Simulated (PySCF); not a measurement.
From computed data to an observable: chemical shift, span and skew from a shielding tensor

B(Cl)(H)(SiH3) (BClH4Si), SMILES [SiH3]BCl. Atoms are numbered in the order given.

```xyz
7

B     -0.7583     0.1757     0.0000
Cl     0.1798     1.6514     0.0000
H     -1.9395     0.3160     0.0000
Si     0.1230    -1.6375     0.0000
H     -0.3247    -2.3917     1.1996
H     -0.3247    -2.3917    -1.1996
H      1.6023    -1.5601     0.0000
```

The structure is a stationary point at B3LYP-D3(BJ)/def2-TZVP.

GIAO shieldings from PySCF with HF/pcSseg-2, non-relativistic, no solvent. The symmetric part of the tensor of Si4 has the principal values 438.5, 479.7, 495.9 ppm. The same nucleus in TMS has σ = 383.2 ppm at this level (PySCF, at its B3LYP-D3(BJ)/def2-TZVP geometry). Without spin–orbit terms, shifts of atoms bonded to Cl or Br come out too high.

Problem. Work out the isotropic shielding, the ²⁹Si shift against TMS, the span and the skew.

Solution. 
σ(iso) = (σ11 + σ22 + σ33)/3 = 471.4 ppm. δ = σ(ref) − σ(iso) = 383.2 − (471.4) = -88.2 ppm.
Span Ω = σ33 − σ11 = 57.4 ppm. Skew κ = 3(σ(iso) − σ22)/Ω = -0.44. Tumbling in solution averages the tensor to δ; in a static solid the shielding alone would spread this spin-1/2 line over Ω.
